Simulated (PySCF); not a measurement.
A search over the determinants of GaP⁺

Unrestricted PBE0; basis Ga def2-TZVPPD, P def2-TZVPPD; no relativity; PySCF 2.14. Outer shells of the fragments: Ga+ 3d10 4s2; P 3s2 3p3.

Followed along the bond (rough minima from three points):

```csv
2Ms+1,unpaired,⟨S²⟩ at the start,R at minimum (Å),Te (eV)
4,"σ ↑, π ↑↑",3.76,2.62,0.00
2,"σ ↓, π ↑↑",1.78,2.49,0.44
2,"σ ↑, π ↑↓",1.77,2.54,0.55
2,π ↑,0.76,none in the scan,≤ 1.49
```

Solutions found at the starting distance of 2.370 Å, counted from the lowest of them; the search is not exhaustive and high or unbound solutions are not listed, so other states can lie among these:

```json
{"2Ms+1": "4", "unpaired": "σ ↑, π ↑↑", "term": "⁴Σ⁻", "E (eV)": "0.00", "⟨S²⟩": "3.76", "⟨Lz²⟩": "0.00", "μ (D)": "0.12"}
{"2Ms+1": "2", "unpaired": "σ ↓, π ↑↑", "term": "mixed", "E (eV)": "0.37", "⟨S²⟩": "1.78", "⟨Lz²⟩": "0.00", "μ (D)": "-0.04"}
{"2Ms+1": "2", "unpaired": "σ ↑, π ↑↓", "term": "mixed", "E (eV)": "0.50", "⟨S²⟩": "1.77", "⟨Lz²⟩": "2.03", "μ (D)": "0.07"}
{"2Ms+1": "2", "unpaired": "π ↑", "term": "²Π", "E (eV)": "1.50", "⟨S²⟩": "0.76", "⟨Lz²⟩": "1.02", "μ (D)": "-1.64"}
{"2Ms+1": "2", "unpaired": "σ ↑", "term": "mixed", "E (eV)": "1.64", "⟨S²⟩": "0.76", "⟨Lz²⟩": "2.01", "μ (D)": "0.24"}
{"2Ms+1": "2", "unpaired": "π ↑", "term": "²Π", "E (eV)": "2.03", "⟨S²⟩": "0.76", "⟨Lz²⟩": "1.01", "μ (D)": "2.93"}
{"2Ms+1": "4", "unpaired": "π ↑↑↑", "term": "⁴Π", "E (eV)": "3.78", "⟨S²⟩": "3.77", "⟨Lz²⟩": "1.00", "μ (D)": "1.13"}
{"2Ms+1": "4", "unpaired": "σ ↑↑, π ↑", "term": "⁴Π", "E (eV)": "4.19", "⟨S²⟩": "3.76", "⟨Lz²⟩": "1.04", "μ (D)": "-1.51"}
{"2Ms+1": "4", "unpaired": "π ↑↑, δ ↑", "term": "⁴Δ", "E (eV)": "9.02", "⟨S²⟩": "3.77", "⟨Lz²⟩": "4.00", "μ (D)": "-0.77"}
```

A term symbol is given only where ⟨S²⟩ and ⟨Lz²⟩ are close to those of a pure state; real π, δ and φ orbitals otherwise mix terms. A positive dipole points towards P; it is taken about the centre of mass and depends on that origin.

Problem. Compare the gap between the two lowest followed solutions at the starting distance with the gap between their minima.

Solution. At PBE0 the second solution (Ms = 0.5 of mixed spin, unpaired electrons σ ↓, π ↑↑) lies +0.37 eV from the first (quartet, unpaired electrons σ ↑, π ↑↑) at 2.370 Å and +0.44 eV at the minima; the two curves relax by different amounts, since their minima lie near 2.49 and 2.62 Å.

Spin–orbit coupling is left out.
